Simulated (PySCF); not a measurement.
Choosing a molecule for a target property.

All species are isolated and taken at one optimised geometry, non-relativistic unless stated; the electronic structure was computed with PySCF and density fitting.

Dipoles, sizes and rotational constants follow the conformer. The torsions of the flexible species, by atom-mapped SMILES:
- `[CH:1]#[C:2][C@:3]1([CH2:4][CH:5]=[C:6]=[CH2:7])[CH:8][CH2:9]1`: C2–C3–C4–C5 -176°, C3–C4–C5–C6 -123°
- `[CH3:1][NH:2][C:3](=[O:4])[C:5]([CH3:6])[C:7]#[N:8]`: C1–N2–C3–O4 -1°, N2–C3–C5–C6 179°
- `[CH3:1][N:2][C:3](=[O:4])[C@@H:5]([CH3:6])[C:7]#[N:8]`: C1–N2–C3–O4 -12°, N2–C3–C5–C6 154°
- `[NH2:1][C:2](=[O:3])[SiH2:4]`: H–N1–C2–O3 4°, H–N1–C2–O3 175°
- `[CH2:1]=[C:2]([Cl:3])[C:4](=[O:5])[SiH2:6]`: C1–C2–C4–O5 0°
- `[O:1]=[CH:2][NH:3][SiH2:4]`: O1–C2–N3–Si4 0°
- `[CH:1]#[C:2][C@H:3]([CH3:4])[C:5]1=[CH:6][CH:7][CH:8]=[CH:9]1`: C2–C3–C5–C6 32°

(1) Wanted: isotropic g value above 2.004 (unrestricted B3LYP/pcH-1, mean-field spin–orbit) and smallest rotational constant above 1.2 GHz (GFN2-xTB), at GFN2-xTB geometries. Which candidate meets both?
A. `C#C[C@]1(CC=C=C)[CH]C1` [radical]
B. `O=CN[SiH2]` [radical]
C. `C1=CC([C@H](C#C)C)=C[CH]1` [radical]
D. `NC(=O)[SiH2]` [radical]
E. `C[N]C(=O)[C@@H](C)C#N` [radical]
F. `CNC(=O)[C](C)C#N` [radical]
G. `C=C(Cl)C(=O)[SiH2]` [radical]

Results:

(1) G. Computed values:
```
                            species  isotropic g value  smallest rotational constant
C1=CC([C@H](C#C)C)=C[CH]1 [radical]            2.00247                     0.985 GHz
   C#C[C@]1(CC=C=C)[CH]C1 [radical]            2.00272                     0.789 GHz
               O=CN[SiH2] [radical]            2.00289                     3.699 GHz
         CNC(=O)[C](C)C#N [radical]            2.00322                     1.085 GHz
             NC(=O)[SiH2] [radical]            2.00355                     3.281 GHz
       C=C(Cl)C(=O)[SiH2] [radical]            2.00438                     1.254 GHz
    C[N]C(=O)[C@@H](C)C#N [radical]            2.00802                     1.181 GHz
```
